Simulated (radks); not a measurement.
Results of a calculation; reference values are marked as such.
Problem. The cerium ion Ce4+ is in [Xe]. Level of theory: scalar-relativistic Kohn-Sham, BLYP, spin-polarised, spherical densities, finite nucleus; Fermi nuclear charge, rms radius of each element as measured or else 0.836 A^(1/3) + 0.57 fm (a radial shooting solver on a logarithmic mesh with Libxc functionals). Open shells are filled with parallel spins first. One electron is removed from 5s, 4p, 5p, 4d in turn, with full relaxation. Which removal costs least, and what does each cost?

Solution. 5p 66.160 eV; 5s 85.632 eV; 4d 165.73 eV; 4p 267.42 eV. The 5p electron leaves first.
